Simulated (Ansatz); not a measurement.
Two isomers of C3H7ClSi: A = `[SiH3]/C=C\CCl`, B = `C=C([SiH3])CCl`.

Calculated with Ansatz (gas phase, PBE0-D4/def2-TZVP geometries, no zero-point term in ΔE). CBS: MP2 limit from def2 TZ/QZ plus the TZ coupled-cluster correction, frozen cores. DFT in def2-TZVPP. B3LYP here is the variant with VWN-RPA as its local correlation; programs differ in this. Each species was taken in one conformer, which may not be the lowest.

Question: Which isomer does CCSD(T)/CBS put lower? Give the gap. (An estimate is asked.)

Answer: Computed: B, by 2.7 kJ/mol.

Question: Give E(B) − E(A) in kJ/mol with CCSD/def2-TZVPP, B2PLYP, MP2/def2-TZVPP, B3LYP, B3LYP-D4, r2SCAN-D4, HF/def2-TZVPP. (Best estimate.)

Answer: Ansatz gave: CCSD/def2-TZVPP -2.2, B2PLYP -0.5, MP2/def2-TZVPP -4.3, B3LYP 2.0, B3LYP-D4 -1.3, r2SCAN-D4 -0.8, HF/def2-TZVPP 0.5. The order is the other way round with B3LYP, HF/def2-TZVPP.

Largest T1 diagnostic: 0.011.

In def2-TZVPP, CCSD(T) changes the Hartree–Fock value by −3.4 kJ/mol (the triples alone add −0.7 kJ/mol) and MP2 by −4.9 kJ/mol. The D4 term adds −3.2 kJ/mol with B3LYP and −1.6 kJ/mol with PBE0; it sums over pairs of atoms, weighted by their polarisabilities, and B3LYP, whose exchange is more repulsive, gets the larger term.
